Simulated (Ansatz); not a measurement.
A relaxation, step by step

BH$_{3}$BrO$_{2}$F, singlet, PBE0-D4/def2-TZVP (Ansatz 0.2.0). Settings:

```yaml
hamiltonian: {xc: pbe0, dispersion: d4}
relax: {f_tol: 0.005, max_steps: 200}
```

Start, a step off a saddle point along its unstable mode:

B1  (-0.233, -0.029, -0.201)
F2  (1.354, 0.668, 0.691)
O3  (-0.222, 0.828, -1.278)
O4  (0.040, -1.375, -0.376)
H5  (0.932, 0.842, 1.207)
Br6  (-1.155, 0.463, 1.571)
H7  (-0.627, 0.465, -2.062)
H8  (-0.089, -1.862, 0.448)
(Å)

| step | energy less the last (meV) | largest force component (eV/Å) |
| --- | --- | --- |
| 1 | 4156.7 | 26.988 |
| 4 | 404.6 | 0.649 |
| 7 | 217.6 | 1.338 |
| 10 (rejected trial) | 213.1 | 1.203 |
| 13 | 184.2 | 0.031 |
| 16 | 182.8 | 0.027 |
| 19 (rejected trial) | 185.1 | 0.219 |
| 22 | 179.5 | 0.187 |
| 25 (rejected trial) | 176.6 | 1.074 |
| 28 | 142.7 | 0.384 |
| 31 | 46.4 | 0.404 |
| 34 | 7.1 | 0.137 |
| 37 | 0.5 | 0.017 |
| 40 | 0.0 | 0.012 |
| 43 | 0.0 | 0.005 |

Step 13, positions (Å) and forces (eV/Å):

```tsv
atom	x	y	z	Fx	Fy	Fz
B1	-0.622	-0.180	-0.302	0.008	-0.007	0.018
F2	2.045	0.989	1.052	-0.002	0.011	0.013
O3	-0.712	0.716	-1.296	0.001	0.019	-0.031
O4	-0.201	-1.445	-0.494	-0.004	-0.027	0.010
H5	1.189	1.096	1.395	0.010	-0.010	-0.006
Br6	-1.155	0.432	1.478	-0.002	0.000	-0.011
H7	-0.392	0.371	-2.136	-0.013	0.003	0.016
H8	-0.151	-1.978	0.303	0.002	0.012	-0.009
```

Step 31, positions (Å) and forces (eV/Å):

| atom | x | y | z | Fx | Fy | Fz |
| --- | --- | --- | --- | --- | --- | --- |
| B1 | -0.640 | 0.056 | -0.496 | 0.127 | -0.132 | 0.359 |
| F2 | 1.886 | -0.024 | 1.662 | -0.258 | 0.152 | 0.070 |
| O3 | -1.364 | 0.369 | -1.575 | -0.170 | 0.047 | -0.339 |
| O4 | 0.279 | -0.921 | -0.480 | 0.327 | -0.064 | 0.299 |
| H5 | 1.167 | 0.569 | 1.787 | 0.197 | -0.195 | -0.036 |
| Br6 | -1.036 | 1.094 | 1.123 | 0.053 | 0.060 | -0.006 |
| H7 | -1.122 | -0.157 | -2.345 | -0.027 | 0.021 | 0.057 |
| H8 | 0.829 | -0.987 | 0.323 | -0.248 | 0.110 | -0.404 |

Step 37, positions (Å) and forces (eV/Å):

```tsv
atom	x	y	z	Fx	Fy	Fz
B1	-0.586	0.117	-0.538	-0.013	0.014	-0.009
F2	1.738	-0.226	1.809	0.003	-0.003	0.004
O3	-1.480	0.258	-1.534	0.011	-0.010	0.005
O4	0.430	-0.754	-0.575	0.012	-0.004	0.001
H5	1.045	0.399	1.908	-0.005	0.003	0.011
Br6	-0.872	1.296	1.008	0.003	0.003	0.001
H7	-1.295	-0.334	-2.271	-0.006	-0.002	0.004
H8	1.020	-0.756	0.194	-0.004	-0.002	-0.017
```

Last step (43):

```
8
angstrom
B -0.5803 0.1265 -0.5455
F 1.7228 -0.2474 1.8283
O -1.4911 0.2453 -1.5286
O 0.4459 -0.7338 -0.5918
H 1.0342 0.3816 1.9297
Br -0.8550 1.3179 0.9926
H -1.3156 -0.3570 -2.2590
H 1.0392 -0.7330 0.1741
```

Hardware: 8 CPU threads of an Arm Neoverse V1, shared host. Wall time about 78 s.
